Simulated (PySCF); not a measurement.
Se⁺: script and output

Input:

```python
from pyscf import gto, scf, mp

mol = gto.M(
    atom='Se 0 0 0',
    basis='x2c-svpall',
    charge=1,
    spin=3,
    verbose=4,
)
mf = scf.UHF(mol)
mf = mf.sfx2c1e()
mf.kernel()
mp.MP2(mf, frozen=9).kernel()
mf.dip_moment()
print('orbital energies (hartree):', [e[max(0, n-3):n+3].round(4) for e, n in zip(mf.mo_energy, mol.nelec)])
```

```bash
$ OMP_NUM_THREADS=1 python input.py
```

It prints (some set-up lines and the per-cycle HOMO/LUMO lines with their warnings removed):

```
PySCF version 2.14.0

[INPUT] verbose = 4
[INPUT] num. atoms = 1
[INPUT] num. electrons = 33
[INPUT] charge = 1
[INPUT] spin (= nelec alpha-beta = 2S) = 3
[INPUT] symmetry False subgroup None
[INPUT] Mole.unit = angstrom
[INPUT] Symbol           X                Y                Z      unit          X                Y                Z       unit  Magmom
[INPUT]  1 Se     0.000000000000   0.000000000000   0.000000000000 AA    0.000000000000   0.000000000000   0.000000000000 Bohr   0.0

nuclear repulsion = 0
number of shells = 3
number of NR pGTOs = 74
number of NR cGTOs = 32
basis = x2c-svpall
ecp = {}

******** <class 'pyscf.x2c.sfx2c1e.sfX2C1eUHF'> ********
method = sfX2C1eUHF
initial guess = minao
damping factor = 0
level_shift factor = 0
DIIS = <class 'pyscf.scf.diis.CDIIS'>
diis_start_cycle = 1
diis_space = 8
diis_damp = 0
SCF conv_tol = 1e-09
SCF conv_tol_grad = None
SCF max_cycles = 50
direct_scf = True
direct_scf_tol = 1e-13
number electrons alpha = 18  beta = 15

******** <class 'pyscf.x2c.sfx2c1e.SpinFreeX2CHelper'> ********
approx = 1e
xuncontract = 1
Set gradient conv threshold to 3.16228e-05
init E= -2427.31713564701

cycle= 1 E= -2427.30099585186  delta_E= 0.0161  |g|= 0.236  |ddm|= 1.01
cycle= 2 E= -2427.34147826621  delta_E= -0.0405  |g|= 0.106  |ddm|= 0.533
cycle= 3 E= -2427.34348556879  delta_E= -0.00201  |g|= 0.0192  |ddm|= 0.0581
cycle= 4 E= -2427.34371696919  delta_E= -0.000231  |g|= 0.00431  |ddm|= 0.0388
cycle= 5 E= -2427.3437341313  delta_E= -1.72e-05  |g|= 0.000506  |ddm|= 0.0178
cycle= 6 E= -2427.34373437609  delta_E= -2.45e-07  |g|= 2.26e-05  |ddm|= 0.00259
cycle= 7 E= -2427.34373437654  delta_E= -4.43e-10  |g|= 4.25e-06  |ddm|= 9.27e-05
Extra cycle  E= -2427.34373437655  delta_E= -1.05e-11  |g|= 1.27e-06  |ddm|= 1.12e-05
converged SCF energy = -2427.34373437655  <S^2> = 3.7506825  2S+1 = 4.0003412

******** <class 'pyscf.mp.ump2.UMP2'> ********
nocc = (np.int64(9), np.int64(6)), nmo = (23, 23)
frozen orbitals 9
E(UMP2) = -2427.51853571419  E_corr = -0.174801337647218
E(SCS-UMP2) = -2427.50233718414  E_corr = -0.158602807595699
E_corr(same-spin) = -0.0590293818241883
E_corr(oppo-spin) = -0.11577195582303
Dipole moment(X, Y, Z, Debye):  0.00000,  0.00000,  0.00000
orbital energies (hartree): [array([-0.7888, -0.7888, -0.7888,  0.0914,  0.2711,  0.2711]), array([-2.9703, -2.9703, -1.0413, -0.289 , -0.289 , -0.289 ])]
```

In short: E(SCF) = -2427.343734 Eh, 7 cycles, E(MP2) − E(SCF) = -0.17480 Eh, ⟨S²⟩ = 3.751.

Run time: 1.5 s on 1 thread of Arm Neoverse N1 (shared host), peak memory 0.12 GiB.

No search for the lowest solution was made.
